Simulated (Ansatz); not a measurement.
C2H4BrFO, SMILES `COC(F)Br`, relaxed with RKS PBE0-D4/def2-TZVP in Ansatz from a PBE-D4/def2-SVP geometry. The force threshold is 0.005 eV/Å; the program also tests the step.

Total charge 0; spin multiplicity 1.

Start:

```xyz
9

C    -0.240    1.230    0.084
O    -0.369    0.023   -0.670
C     0.192   -1.060   -0.069
F     1.562   -0.982   -0.059
Br   -0.349   -2.653   -1.081
H     0.825    1.527    0.192
H    -0.785    2.011   -0.476
H    -0.692    1.123    1.097
H    -0.143   -1.218    0.983
```

| step | energy (eV) | largest force (eV/Å) | largest move (Å) |
| --- | --- | --- | --- |
| 1 | -76936.6402 | 0.592 | 0.000 |
| 2 | -76936.6763 | 0.172 | 0.025 |
| 3 | -76936.6796 | 0.023 | 0.014 |
| 4 | -76936.6797 | 0.007 | 0.004 |
| 5 | -76936.6798 | 0.019 | 0.009 |
| 6 | -76936.6798 | 0.002 | 0.001 |

End:

```xyz
9

C    -0.235    1.222    0.087
O    -0.351    0.028   -0.678
C     0.186   -1.050   -0.072
F     1.546   -0.985   -0.059
Br   -0.348   -2.630   -1.056
H     0.810    1.520    0.193
H    -0.782    1.987   -0.458
H    -0.683    1.090    1.079
H    -0.144   -1.184    0.964
```

Hardware: 4 threads of an AMD EPYC 7B13 on a shared host. Wall time 19 s, peak host memory 0.55 GiB.
